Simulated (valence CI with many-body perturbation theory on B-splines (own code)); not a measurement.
**Nb XXXVII: calculated level list**

Level of theory: valence CI with perturbative core correlation (CI+MBPT): three valence electrons over a frozen Dirac-Fock core [He], radial functions for each j: 11 s, 11 p, 10 d, 8 f, 5 g, 2 h, with the one-electron correlation potential Σ1, the two-electron term Σ2, the three-electron term Σ3, Breit, model QED; selected CI, second order for the rest, scaled by the run's own slope (own B-spline code, finite nucleus).

The last digits are not significant, and no measured levels were compared; by estimate large intervals hold to a few tenths of a per cent, small ones and those within an open d or f shell to about a per cent.

Levels 181 to 211 of 211, with energies above the lowest level, (2s^2 2p1/2) J=1/2. "Leading %" is the weight of the configuration and term that name the level; weights of strongly mixed levels are sums over their largest components and can fall short. In the jj column 3d3/2^4 stands for four electrons in 3d with j = 3/2.

| No. | Configuration | Term | J | E (eV) | Leading % | g | Leading jj | Second component |
| --- | --- | --- | --- | --- | --- | --- | --- | --- |
| 181 | 2s 2p 4f | 4G | 9/2 | 4028.6 | 54 | 1.217 | 2s 2p3/2 4f5/2 (67 %) | 35 % 2s 2p 4f 4F |
| 182 | 2s 2p 4d | 2P° | 1/2 | 4028.7 | 65 | 0.711 | 2s 2p3/2 4d5/2 (77 %) | 18 % 2s 2p 4s 2P° |
| 183 | 2s 2p 4f | 4D | 3/2 | 4029.2 | 64 | 0.937 | 2s 2p3/2 4f5/2 (100 %) | 28 % 2s 2p 4f 4F |
| 184 | 2s 2p 4f | 4D | 1/2 | 4029.9 | 100 | 0.008 | 2s 2p3/2 4f5/2 (100 %) |  |
| 185 | 2s 2p 4f | 2F | 7/2 | 4030.0 | 40 | 1.194 | 2s 2p3/2 4f7/2 (99 %) | 25 % 2s 2p 4f 4D |
| 186 | 2s 2p 4f | 4G | 11/2 | 4030.1 | 100 | 1.268 | 2s 2p3/2 4f7/2 (100 %) |  |
| 187 | 2s 2p 4f | 2G | 9/2 | 4030.3 | 73 | 1.165 | 2s 2p3/2 4f7/2 (67 %) | 26 % 2s 2p 4f 4F |
| 188 | 2s 2p 4f | 2F | 5/2 | 4031.1 | 34 | 1.127 | 2s 2p3/2 4f7/2 (100 %) | 34 % 2s 2p 4f 4D |
| 189 | 2s 2p 4f | 2D | 3/2 | 4032.4 | 75 | 0.869 | 2s 2p3/2 4f7/2 (100 %) | 20 % 2s 2p 4f 4D |
| 190 | 2p2 4p | 2P° | 3/2 | 4034.8 | 26 | 1.337 | 2p1/2^2 4p3/2 (95 %) | 23 % 2p2 4p 4D° |
| 191 | 2s 2p 4p | 2D | 3/2 | 4042.4 | 61 | 0.916 | 2s 2p3/2 4p1/2 (83 %) | 13 % 2s 2p 4p 2P |
| 192 | 2s 2p 4p | 2P | 1/2 | 4042.4 | 62 | 1.115 | 2s 2p3/2 4p1/2 (94 %) | 27 % 2s 2p 4p 2S |
| 193 | 2p2 4d | 2D | 3/2 | 4044.7 | 33 | 0.814 | 2p1/2^2 4d3/2 (84 %) | 32 % 2p2 4d 4F |
| 194 | 2p2 4d | 2D | 5/2 | 4050.5 | 28 | 1.202 | 2p1/2^2 4d5/2 (92 %) | 20 % 2p2 4d 4D |
| 195 | 2s 2p 4p | 2D | 5/2 | 4054.0 | 81 | 1.228 | 2s 2p3/2 4p3/2 (90 %) | 8 % 2s 2p 4p 4D |
| 196 | 2p2 4f | 4G° | 5/2 | 4055.2 | 34 | 0.853 | 2p1/2^2 4f5/2 (96 %) | 33 % 2p2 4f 2F° |
| 197 | 2s 2p 4p | 2P | 3/2 | 4055.9 | 68 | 1.244 | 2s 2p3/2 4p3/2 (95 %) | 23 % 2s 2p 4p 2D |
| 198 | 2s 2p 4p | 2S | 1/2 | 4056.9 | 65 | 1.646 | 2s 2p3/2 4p3/2 (94 %) | 27 % 2s 2p 4p 2P |
| 199 | 2p2 4f | 2F° | 7/2 | 4057.3 | 28 | 1.141 | 2p1/2^2 4f7/2 (96 %) | 19 % 2p2 4f 2G° |
| 200 | 2s 2p 4d | 2D° | 3/2 | 4067.4 | 83 | 0.835 | 2s 2p3/2 4d3/2 (92 %) | 7 % 2s 2p 4d 2P° |
| 201 | 2s 2p 4d | 2F° | 5/2 | 4067.8 | 77 | 0.921 | 2s 2p3/2 4d3/2 (95 %) | 14 % 2s 2p 4d 2D° |
| 202 | 2s 2p 4d | 2P° | 1/2 | 4069.8 | 88 | 0.622 | 2s 2p3/2 4d3/2 (95 %) | 11 % 2s 2p 4d 4D° |
| 203 | 2s 2p 4d | 2F° | 7/2 | 4069.9 | 87 | 1.162 | 2s 2p3/2 4d5/2 (95 %) | 7 % 2s 2p 4d 4F° |
| 204 | 2s 2p 4d | 2D° | 5/2 | 4071.9 | 75 | 1.161 | 2s 2p3/2 4d5/2 (95 %) | 18 % 2s 2p 4d 2F° |
| 205 | 2s 2p 4d | 2P° | 3/2 | 4073.4 | 85 | 1.302 | 2s 2p3/2 4d5/2 (92 %) | 5 % 2s 2p 4d 2D° |
| 206 | 2s 2p 4f | 2F | 5/2 | 4077.1 | 84 | 0.866 | 2s 2p3/2 4f5/2 (94 %) | 7 % 2s 2p 4f 4G |
| 207 | 2s 2p 4f | 2G | 7/2 | 4078.3 | 61 | 0.975 | 2s 2p3/2 4f5/2 (83 %) | 27 % 2s 2p 4f 2F |
| 208 | 2s 2p 4f | 2F | 7/2 | 4079.0 | 61 | 1.076 | 2s 2p3/2 4f7/2 (84 %) | 32 % 2s 2p 4f 2G |
| 209 | 2s 2p 4f | 2D | 3/2 | 4079.6 | 88 | 0.773 | 2s 2p3/2 4f5/2 (95 %) | 9 % 2s 2p 4f 4F |
| 210 | 2s 2p 4f | 2G | 9/2 | 4080.1 | 87 | 1.124 | 2s 2p3/2 4f7/2 (95 %) | 7 % 2s 2p 4f 4G |
| 211 | 2s 2p 4f | 2D | 5/2 | 4081.3 | 86 | 1.179 | 2s 2p3/2 4f7/2 (93 %) | 6 % 2s 2p 4f 2F |

Where two levels of one J and parity lie close, their mixing, g and order are uncertain.
